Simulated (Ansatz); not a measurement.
Computed with Ansatz.

`C/C=C1\CB1F`. The species carries charge 0 and has multiplicity 1. The geometry is a stationary point of PBE0-D4/def2-TZVP.

```xyz
12

C     1.214   -0.819    1.133
C     0.876   -0.549   -0.288
C    -0.178    0.141   -0.706
C    -1.377    0.884   -0.084
B    -1.154    0.798   -1.599
F    -1.577    1.112   -2.799
H     1.259   -1.897    1.322
H     0.483   -0.374    1.808
H     2.206   -0.423    1.377
H     1.555   -0.956   -1.037
H    -1.167    1.804    0.464
H    -2.141    0.280    0.408
```

(1) What is the dipole moment at PBE/def2-TZVPP? (Best estimate.)

(2) And with r2SCAN, B3LYP, ωB97M-V? (An estimate is asked.)

(3) Give the Mulliken charges with PBE, r2SCAN, B3LYP in def2-TZVPP. (Best estimate.)

Results:

(1) The calculation gave: 2.02 D, with components (1.04, -0.72, 1.57) D in this frame, pointing from negative to positive charge.

(2) The calculation gave: r2SCAN 2.06 D, B3LYP 2.05 D, ωB97M-V 1.94 D.

(3) The calculation gave: 
```
atom    PBE  r2SCAN  B3LYP
  C1  -0.20   -0.10  -0.20
  C2  -0.15   -0.11  -0.15
  C3  -0.03   -0.08  -0.04
  C4  -0.25   -0.24  -0.28
  B5   0.29    0.42   0.35
  F6  -0.22   -0.29  -0.26
  H7   0.09    0.06   0.09
  H8   0.09    0.05   0.09
  H9   0.09    0.06   0.09
 H10   0.10    0.08   0.11
 H11   0.09    0.08   0.10
 H12   0.09    0.08   0.10
```

B3LYP here is the variant with VWN-RPA as its local correlation; programs differ in this.
